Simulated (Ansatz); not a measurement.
`C[Si](F)(Cl)N=C=O` + H₂S → `C[Si](F)(S)Cl` + `N=C=O`  (ligand exchange at the Si–N bond)

Isolated molecules relaxed with PBE0-D4/def2-TZVP in Ansatz; ΔE leaves out vibrations. CBS: MP2 limit from def2 TZ/QZ plus the TZ coupled-cluster correction, frozen cores. This one scheme is used for every species. Functionals use def2-TZVPP. B3LYP here is the variant with VWN-RPA as its local correlation; programs differ in this. HSE06 is defined as in plane-wave codes. One conformer a species, not always the lowest.

```csv
level,ΔE (kJ/mol),difference from CCSD(T)/CBS
B97M-V,43.1,-0.1
HSE06-D4,36.4,-6.8
ωB97M-V,42.3,-0.9
B2PLYP,46.0,2.8
PBE,30.1,-13.1
B3LYP,45.7,2.5
HSE06,36.6,-6.6
CAM-B3LYP,49.9,6.7
RPA@PBE/def2-TZVPP,46.5,3.3
MP2/def2-SVP,51.5,8.3
HF/def2-TZVPP,63.9,20.7
HF/def2-QZVPP,64.9,21.7
MP2/def2-QZVPP,43.7,0.5
SCS-MP2/def2-QZVPP,47.3,4.1
MP2/CBS(def2),41.9,-1.3
CCSD/CBS(def2),46.8,3.6
CCSD(T)/CBS,43.2,0
```

Largest T1 diagnostic among the species: 0.018.

In def2-TZVPP, CCSD(T) changes the Hartree–Fock value by −17.4 kJ/mol (the triples alone add −3.6 kJ/mol) and MP2 by −18.7 kJ/mol. Leaving LDA and LC-ωPBE aside and taking each functional with its dispersion term where it has one, the values, not all of them listed here, spread over 21.9 kJ/mol, from PBE-D4 to BHLYP-D4. LDA lies +3.3 kJ/mol from PBE without D4. From BLYP to BHLYP (50 % exact exchange), in def2-TZVPP and without D4, ΔE moves by +12.7 kJ/mol.
